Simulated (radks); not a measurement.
Results of a calculation; reference values are marked as such.
How relativity changes the ionisation of the antimony ion Sb+ ([Kr] 4d10 5s2 5p2) to Sb2+ ([Kr] 4d10 5s2 5p1). Spin-unpolarised spherical Kohn-Sham, PBEsol, point nucleus unless stated (finite: rms radius 4.6802 fm), a radial shooting solver on a logarithmic mesh with Libxc functionals. A level marked "c x" has the speed of light scaled by that factor and shares open shells by 2j + 1; other Dirac levels either fill j = l - 1/2 first or share by 2j + 1.

[
 {"level": "non-rel.", "E(Sb+) (hartree)": "-6312.45386", "E(Sb2+) (hartree)": "-6311.86561", "IE (eV)": "16.007", "HOMO": "5p", "<r> HOMO (bohr)": "2.682"},
 {"level": "scalar-rel.", "E(Sb+) (hartree)": "-6478.32162", "E(Sb2+) (hartree)": "-6477.73318", "IE (eV)": "16.012", "HOMO": "5p", "<r> HOMO (bohr)": "2.660"},
 {"level": "scalar-rel., finite nucleus", "E(Sb+) (hartree)": "-6478.13962", "E(Sb2+) (hartree)": "-6477.55118", "IE (eV)": "16.012", "HOMO": "5p", "<r> HOMO (bohr)": "2.660"},
 {"level": "Dirac, 2j+1 shares", "E(Sb+) (hartree)": "-6480.36513", "E(Sb2+) (hartree)": "-6479.77593", "IE (eV)": "16.033", "HOMO": "5p3/2", "<r> HOMO (bohr)": "2.693"},
 {"level": "Dirac, low j first", "E(Sb+) (hartree)": "-6480.40165", "E(Sb2+) (hartree)": "-6479.79771", "IE (eV)": "16.434", "HOMO": "5p1/2", "<r> HOMO (bohr)": "2.601"},
 {"level": "Dirac, 2j+1 shares, finite nucleus", "E(Sb+) (hartree)": "-6480.18257", "E(Sb2+) (hartree)": "-6479.59336", "IE (eV)": "16.033", "HOMO": "5p3/2", "<r> HOMO (bohr)": "2.693"},
 {"level": "Dirac, c x 0.85", "E(Sb+) (hartree)": "-6551.62941", "E(Sb2+) (hartree)": "-6551.03962", "IE (eV)": "16.049", "HOMO": "5p3/2", "<r> HOMO (bohr)": "2.698"},
 {"level": "Dirac, c x 1.5", "E(Sb+) (hartree)": "-6384.20816", "E(Sb2+) (hartree)": "-6383.61958", "IE (eV)": "16.016", "HOMO": "5p3/2", "<r> HOMO (bohr)": "2.686"},
 {"level": "Dirac, c x 100", "E(Sb+) (hartree)": "-6312.46953", "E(Sb2+) (hartree)": "-6311.88129", "IE (eV)": "16.007", "HOMO": "5p3/2", "<r> HOMO (bohr)": "2.682"}
]

NIST Atomic Spectra Database: 16.63 eV (measured). The relativistic part of the total energy of Sb+ is -167.7 hartree (Dirac, 2j+1 shares, finite nucleus), 2.7 % of the non-relativistic value. Spin polarisation and multiplet splitting of open shells are left out at every level.

Beside tabulated values, note that relativity, absent from the non-relativistic runs, is large for the heavy elements, and spin-unpolarised runs miss the spin-polarisation part of the exchange energy of open shells.
